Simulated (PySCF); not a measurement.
C2H6O2Si, SMILES O[SiH]1COC1.

Geometry: PBE0-D3(BJ)/def2-SVP. This is a generated structure with no PubChem entry under its InChIKey; it may be hypothetical. Other conformers were not sampled.

All values below come from TDA-M06-2X/def2-SVPD (PySCF 2.14.0).

Vertical excitations. Gas-phase values at a fixed geometry. State labels are in the subgroup Cs.

| state | symmetry | energy (eV) | λ (nm) | f | main pairs |
|---|---|---|---|---|---|
| S1 | A' | 6.53 | 190 | 0.002 | HOMO→LUMO 63 %, HOMO→LUMO+2 16 %, HOMO→LUMO+3 12 % |
| S2 | A" | 7.01 | 177 | 0.006 | HOMO→LUMO+1 68 %, HOMO−1→LUMO 21 % |
| S3 | A' | 7.03 | 176 | 0.001 | HOMO→LUMO+2 56 %, HOMO→LUMO 26 %, HOMO→LUMO+3 10 % |
| S4 | A" | 7.13 | 174 | 0.001 | HOMO−1→LUMO 62 %, HOMO→LUMO+1 22 % |
| S5 | A' | 7.66 | 162 | 0.030 | HOMO→LUMO+3 44 %, HOMO→LUMO+2 21 %, HOMO−2→LUMO 13 % |
| S6 | A' | 7.85 | 158 | 0.031 | HOMO−2→LUMO 49 %, HOMO→LUMO+3 12 %, HOMO−2→LUMO+2 9 % |
| S7 | A" | 7.89 | 157 | 0.066 | HOMO−1→LUMO+2 61 %, HOMO−1→LUMO+3 19 % |
| S8 | A' | 8.00 | 155 | 0.045 | HOMO→LUMO+4 65 %, HOMO−1→LUMO+1 25 % |
| S9 | A' | 8.05 | 154 | 0.157 | HOMO−1→LUMO+1 60 %, HOMO→LUMO+4 26 % |
| S10 | A" | 8.31 | 149 | 0.004 | HOMO−2→LUMO+1 58 %, HOMO−1→LUMO+3 16 %, HOMO−1→LUMO+2 10 % |
| T1 | A' | 6.20 | 200 | 0 | HOMO→LUMO 47 %, HOMO→LUMO+2 20 %, HOMO→LUMO+3 19 % |
| T2 | A" | 6.80 | 182 | 0 | HOMO→LUMO+1 52 %, HOMO−1→LUMO 30 % |
| T3 | A' | 6.86 | 181 | 0 | HOMO→LUMO 32 %, HOMO→LUMO+2 26 %, HOMO→LUMO+3 18 % |
| T4 | A" | 6.99 | 177 | 0 | HOMO−1→LUMO 47 %, HOMO→LUMO+1 32 % |
Triplets are in the Tamm–Dancoff approximation.
